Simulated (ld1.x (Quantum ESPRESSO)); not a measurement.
Configuration tests for calcium (TM)

- Element: calcium (Ca)
- Generator: ld1.x (Quantum ESPRESSO) 7.5
- Type: norm-conserving Troullier–Martins (Kleinman–Bylander form)
- Functional: LDA (PZ)
- Relativity: scalar-relativistic
- Frozen core: [Ne]
- Valence charge: 10
- Reference configuration: 3s2 3p6 3d0 4s2 4p0
- Partial waves: 3p (bound): rc 2.05 bohr; 3d (bound, empty): rc 2.50 bohr; 4f channel at 0.3 Ry: rc 2.00 bohr; 3s (bound): rc 1.25 bohr
- Local potential: the s channel
- Core correction: none

Occupied shells without a wave of their own: 4s. They enter only through the test configuration that unscreens the potential.

Energies are relative to the spin-unpolarised reference configuration 3s2 3p6 3d0 4s2 4p0; without spin polarisation the order of configurations can differ from experiment. Spin-polarised rows fill each open shell by Hund’s rule, majority spin first. The frozen-core shift is the all-electron ΔE with the core orbitals held at their reference shape minus the fully relaxed ΔE.

Problem. Give the all-electron excitation energy and the error of the potential for: 3s2 3p6 3d0 4s1 4p0; 3s2 3p6 3d0 4s0 4p0; 3s2 3p6 3d0 4s1.5 4p0; 3s2 3p6 3d0.5 4s1.5 4p0; 3s2 3p6 3d0 4s0 4p2; 3s2 3p6 3d1 4s0 4p0; 3s2 3p6 3d0 4s0 4p1; 3s2 3p6 3d0 4s1 4p0 (spin-polarised); 3s2 3p6 3d0 4s1.5 4p0 (spin-polarised).

Solution.

| valence configuration | charge | ΔE all-electron (eV) | error AE − PS (meV) | frozen-core shift (meV) |
| --- | --- | --- | --- | --- |
| 3s2 3p6 3d0 4s1 4p0 | +1 | 6.463 | -65 | +0.1 |
| 3s2 3p6 3d0 4s0 4p0 | +2 | 18.413 | -181 | +0.3 |
| 3s2 3p6 3d0 4s1.5 4p0 | +0.5 | 2.567 | -28 | +0.1 |
| 3s2 3p6 3d0.5 4s1.5 4p0 | 0 | 1.022 | -12 | +0.9 |
| 3s2 3p6 3d0 4s0 4p2 | 0 | 5.117 | -95 | -0.1 |
| 3s2 3p6 3d1 4s0 4p0 | +1 | 7.799 | -59 | +2.6 |
| 3s2 3p6 3d0 4s0 4p1 | +1 | 9.585 | -128 | +0.1 |
| 3s2 3p6 3d0 4s1 4p0 (spin-polarised) | +1 | 6.255 | -65 | +0.1 |
| 3s2 3p6 3d0 4s1.5 4p0 (spin-polarised) | +0.5 | 2.528 | -27 | +0.1 |

A variational frozen-core shift is positive and of second order in the change. This column holds negative values, so the frozen-core run of ld1.x carries numerical noise or an error of first order here, and the column gives no more than the rough size of the effect.
